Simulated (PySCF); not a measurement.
Si(H)(Cl)(Me)(OMe) (C2H7ClOSi), SMILES CO[SiH](C)Cl. Geometry optimised at B3LYP-D3(BJ)/def2-SVP. One conformer was computed; it need not be the lowest.

All values below come from B3LYP-D3(BJ)/def2-SVP run with PySCF.

Harmonic wavenumbers (cm⁻¹): 86, 103, 138, 147, 187, 288, 309, 509, 671, 734, 774, 789, 887, 908, 1151, 1178, 1211, 1277, 1427, 1429, 1473, 1476, 1478, 2233, 2996, 3037, 3070, 3114, 3132, 3139. Rotational constants (GHz): 3.387, 2.539, 1.581; symmetry number 1.

**Question.** Work out the zero-point energy and the ideal-gas rigid-rotor harmonic-oscillator thermochemistry at 298.15 K and 1 atm.

**Answer.** ZPE = ½ Σ hcν = ½ × 39353 cm⁻¹ = 56.26 kcal/mol. H − E(el) = 61.79 kcal/mol. Entropy in cal/(mol K): translation 40.02, rotation 27.56, vibration 20.00, total 87.58. G − E(el) = 35.68 kcal/mol. Cp = 27.40 cal/(mol K). Modes under 150 cm⁻¹ make the vibrational entropy uncertain.
